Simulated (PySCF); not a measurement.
AlBr from Hartree–Fock to correlated methods

State: ¹Σ⁺ (singlet), closed shell. Set-up: basis Al def2-TZVPP, Br def2-TZVPP; no relativity; PySCF 2.14. De refers to Al + Br in their high-spin ground configurations, without counterpoise correction. A positive dipole means Al(−)Br(+).

```json
{"Level": "RHF", "Re (Å)": "2.330", "ωe (cm⁻¹)": "368", "De (eV)": "3.52", "μ (D)": "-1.87"}
{"Level": "RHF-MP2", "Re (Å)": "2.311", "ωe (cm⁻¹)": "381", "De (eV)": "4.75", "μ (D)": "n/a"}
{"Level": "RHF-SCS-MP2", "Re (Å)": "2.316", "ωe (cm⁻¹)": "378", "De (eV)": "4.60", "μ (D)": "n/a"}
{"Level": "RHF-CCSD", "Re (Å)": "2.314", "ωe (cm⁻¹)": "380", "De (eV)": "4.44", "μ (D)": "n/a"}
{"Level": "RHF-CCSD(T)", "Re (Å)": "2.315", "ωe (cm⁻¹)": "380", "De (eV)": "4.56", "μ (D)": "n/a"}
{"Level": "LDA", "Re (Å)": "2.304", "ωe (cm⁻¹)": "372", "De (eV)": "5.27", "μ (D)": "-1.61"}
{"Level": "PBE", "Re (Å)": "2.337", "ωe (cm⁻¹)": "359", "De (eV)": "4.69", "μ (D)": "-1.67"}
{"Level": "revPBE", "Re (Å)": "2.347", "ωe (cm⁻¹)": "355", "De (eV)": "4.50", "μ (D)": "-1.67"}
{"Level": "BLYP", "Re (Å)": "2.357", "ωe (cm⁻¹)": "345", "De (eV)": "4.51", "μ (D)": "-1.92"}
{"Level": "r²SCAN", "Re (Å)": "2.317", "ωe (cm⁻¹)": "372", "De (eV)": "4.69", "μ (D)": "-1.50"}
{"Level": "PBE0", "Re (Å)": "2.318", "ωe (cm⁻¹)": "371", "De (eV)": "4.61", "μ (D)": "-1.68"}
{"Level": "M06-2X", "Re (Å)": "2.328", "ωe (cm⁻¹)": "366", "De (eV)": "4.72", "μ (D)": "-2.07"}
{"Level": "LC-ωPBE", "Re (Å)": "2.298", "ωe (cm⁻¹)": "384", "De (eV)": "4.46", "μ (D)": "-1.56"}
```

Question: Which functional lies closest to RHF-CCSD(T) in De, which farthest, and by how much do they differ from it?

Answer: Closest is BLYP (+4.2 pm in Re, -9.2 % in ωe, -0.05 eV in De against RHF-CCSD(T) in the same basis), farthest LDA (-1.1 pm in Re, -2.1 % in ωe, +0.71 eV in De). CCSD(T) converges more slowly with the basis than the functionals do and binds too weakly in this one, so the order can change at the basis-set limit.

Question: What does a quarter of exact exchange do here, going from PBE to PBE0?

Answer: PBE0 less PBE: -1.9 pm in Re, +3.3 % in ωe, -0.08 eV in De. Exact exchange removes part of the self-interaction that spreads semilocal densities, and in most molecules shortens and stiffens the bond and lowers De; so it does here.

Question: What does the step from GGA to meta-GGA do here, going from PBE to r²SCAN?

Answer: r²SCAN less PBE: -2.0 pm in Re, +3.6 % in ωe, +0.00 eV in De. 

Correlated steps freeze 14 core orbitals. Where the molecule has an RHF reference, its open-shell atoms are computed with UHF.
